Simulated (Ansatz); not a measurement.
C₃H₅Ga, SMILES `C#[C][GaH][CH3]`. Total charge 0; spin multiplicity 1.

Cartesian coordinates in Å:
```
C 0.611 1.888 -1.884
C 0.634 1.157 -0.920
Ga 0.652 -0.016 0.606
C -0.859 -1.243 0.819
H 0.594 2.534 -2.732
H 1.873 0.095 1.577
H -0.994 -1.828 -0.094
H -0.734 -1.921 1.663
H -1.777 -0.666 0.966
```

**Question.** What are the harmonic wavenumbers in cm⁻¹ at PBE0-D4/def2-TZVP (Ansatz, finite differences of forces, unscaled)? (Estimate.)

**Answer.** Computed: 27, 106, 180, 277, 413, 478, 581, 633, 697, 712, 744, 776, 1228, 1444, 1448, 1988, 2126, 3052, 3128, 3159, 3459.

**Question.** Is this a minimum?

**Answer.** Yes, all 21 modes are real.

**Question.** Give the ideal-gas thermochemistry at 298.15 K and 1 bar (rigid rotor, harmonic oscillator; point group Cs, symmetry number 1).

**Answer.** Zero-point energy 159.4 kJ/mol; H(298) − E = 179.7 kJ/mol; entropy 346.1 J/(mol·K), of which translation 167.6, rotation 107.7, vibration 70.8; G(298) − E = 76.5 kJ/mol. Modes under 100 cm⁻¹ are hindered rotations or soft bends, so the harmonic entropy is rough.
